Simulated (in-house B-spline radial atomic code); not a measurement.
The numbers below are computed, except where a source is named.
**Two electrons in Ge: a parabolic dot with ħω = 21.2 meV in all three directions with an ionised donor at its centre**

For Ge the NSM archive of the Ioffe Institute lists m_l = 1.6 m0, m_t = 0.08 m0 and ε = 16.2; the model takes one isotropic valley with the conductivity mass 3/(1/m_l + 2/m_t) = 0.117 m0, and so misses anisotropy and the other valleys. All triplets below are those of one valley; with several valleys two electrons can form a triplet in the 1s orbital itself, at an energy set by the valley splitting. Real donors also feel a central-cell potential, which shifts the ground state.

Effective-mass model with parabolic bands, a uniform dielectric constant, no image charges, no central-cell or spin-orbit terms. Two-electron levels come from full CI in B-splines with partial waves to l = 5 (up to 0.001 effective hartree above the limit).

Problem. What are the effective units, and what is the potential in them?

Solution. Ha* = 27211.386 meV × 0.117/16.2² = 12.13 meV and a* = 0.0529177 nm × 16.2/0.117 = 7.327 nm. The frequency is ω = 1.75 Ha*, with −1/r added.

In these units the lowest s and p orbitals lie at 0.9499 and 3.3419, and their Coulomb and exchange integrals are J_ss = 1.2736, J_sp = 0.9676 and K_sp = 0.1719. Full CI gives 3.0898 for the ground singlet, 5.0675 for the sp triplet, 5.3600 for the sp singlet and 6.5186 for the lowest triplet of two s orbitals.

Problem. What does it cost to add the second electron, to first order and exactly?

Solution. To first order E = 2ε_s + J_ss = 3.1734, so the charging energy E(2) − 2E(1) is J_ss = 15.45 meV. CI gives 3.0898 − 2 × (0.9499) = 1.1900, or 14.44 meV: relaxation and correlation lower it by 1.014 meV, 6.6 % of J_ss. The s² configuration of one-electron orbitals holds 98.4 % of the state, and the mean radius is 5.57 nm.

Problem. How far above the singlet do the triplets lie?

Solution. To first order the sp triplet lies at ε_s + ε_p + J_sp − K_sp = 5.0875, which is 23.22 meV above 2ε_s + J_ss. CI gives 5.0675 − (3.0898) = 1.9777, or 23.99 meV, 83 % of the orbital spacing of 29.02 meV. The ss triplet lies 41.6 meV up, so the lower of the two is the sp one, and its gap equals k_BT at 278 K. The sp singlet-triplet splitting is 3.548 meV, against 2K_sp = 4.171 meV.
